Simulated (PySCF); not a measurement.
Two-component Hartree-Fock for Os⁺ (osmium, charge +1)

Start: [Xe] 4f14 5d7; 5d3/2 filled at m_j = +1/2, +3/2; 5d5/2 filled at m_j = -3/2, -1/2, +1/2, +3/2, +5/2. Calculated with PySCF 2.14 in x2c-TZVPall-2c: generalised Hartree-Fock with the X2C-1e Hamiltonian and a Gaussian nucleus; spin-orbit coupling (SO) screened by Boettger's factors. This is a chosen level, not necessarily the ground level.

```csv
spinor shell,electrons,"ε, screened SO (eV)",weight of nominal j (screened SO),"rms radius, screened SO (bohr)"
1s1/2,2,-74259.4,1.000,0.0201
2s1/2,2,-13079.5,1.000,0.0809
2p1/2,2,-12500.5,1.000,0.0687
2p3/2,4,-10963.5,1.000,0.0764
3s1/2,2,-3111.5,1.000,0.207
3p1/2,2,-2853.2,1.000,0.198
3p3/2,4,-2512.6,1.000,0.214
3d3/2,4,-2085.0,1.000,0.188
3d5/2,6,-2011.6,1.000,0.193
4s1/2,2,-694.26,1.000,0.459
4p1/2,2,-584.75,1.000,0.466
4d3/2,4,-323.63,1.000,0.519
4d5/2,6,-307.92,1.000,0.531
5s1/2,2,-112.66,1.000,1.09
5p1/2,2,-77.810,0.776,1.10
4f5/2,6,-77.297,0.926,0.669
4f7/2,8,-74.384,0.997,0.612
5p3/2,4,-63.259,0.992,1.29
5d3/2,2,-18.202,0.545,1.92
5d5/2,5,-17.098,0.479,1.96
```

(1) Where does 4p3/2 lie, and what is the 4p spin-orbit splitting (screened SO)?

| quantity | screened SO |
| --- | --- |
| E (hartree) | -17263.44070 |
| M_J | 9/2 |
| ⟨J²⟩ | 24.812 |
| ⟨L²⟩ | 12.645 |
| ⟨S²⟩ | 3.779 |

Each row is a mean over spinors that exchange with the open shell spreads, by up to 6.600 eV (5p3/2).

Rows whose weight is well below 1 are mixtures of j = l ± 1/2: exchange outweighs spin-orbit coupling there, and the label is only the starting occupation.

⟨J²⟩ departs a little from M_J(M_J + 1) because the unrestricted spinors polarise the closed shells.

Breit and QED terms are absent; they matter most for the inner s and p1/2 levels.

Densities and radii are taken from the X2C orbitals without a picture-change correction, which distorts them close to the nucleus.

Answers

(1) At -503.67 eV, 81.075 eV above 4p1/2.
